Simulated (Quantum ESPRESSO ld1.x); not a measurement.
Problem. Radial electron density D(r) = 4 pi r^2 rho(r) of an atom or ion with 18 electrons. Method: scalar-relativistic Kohn-Sham, LDA (Slater exchange, VWN5 correlation), spin-polarised, spherical densities, point nucleus; computed with ld1.x of Quantum ESPRESSO 7.5.

```
   r/bohr * D(r) (the largest magnitude, 26.2, reaches the edge; | marks zero)
 0.008875 |        *
  0.01017 |          *
  0.01156 |             *
  0.01324 |                *
  0.01505 |                   *
   0.0171 |                       *
  0.01959 |                           *
  0.02227 |                               *
  0.02551 |                                    *
    0.029 |                                        *
  0.03322 |                                            *
  0.03776 |                                                *
  0.04292 |                                                  *
  0.04917 |                                                   *
  0.05588 |                                                   *
  0.06402 |                                                 *
  0.07276 |                                              *
  0.08337 |                                          *
  0.09475 |                                        *
   0.1077 |                                      *
   0.1234 |                                      *
   0.1402 |                                        *
   0.1607 |                                            *
   0.1826 |                                                *
   0.2092 |                                                    *
   0.2378 |                                                      *
   0.2702 |                                                    *
   0.3096 |                                               *
   0.3519 |                                       *
   0.4031 |                             *
   0.4582 |                     *
   0.5249 |               *
   0.5966 |             *
   0.6781 |             *
   0.7768 |               *
   0.8829 |                *
    1.012 |               *
     1.15 |             *
    1.317 |         *
    1.497 |      *
    1.701 |   *
    1.949 | *
    2.215 | *
    2.538 |*
    2.885 |*
    3.305 |*
    3.756 |*
    4.269 *
    4.891 *
    5.559 *
    6.369 *
    7.239 *
```

What is the nuclear charge?

Solution. Z = 21. The innermost maximum, from 1s, lies near gamma/Z bohr with gamma = sqrt(1 - (Z/c)^2) = 0.988, here 0.0471 bohr (found: 0.0504), and its height grows with Z. The density is that of the scandium ion Sc3+ in [Ne] 3s2 3p5 4p1; the configuration itself is not fixed sharply by these data, and Z only to about a unit. D(r) has 3 maxima, at r = 0.0504, 0.240, 0.897 bohr, and minima at 0.116, 0.621 bohr, inside which lie 2.15, 10.40 electrons.
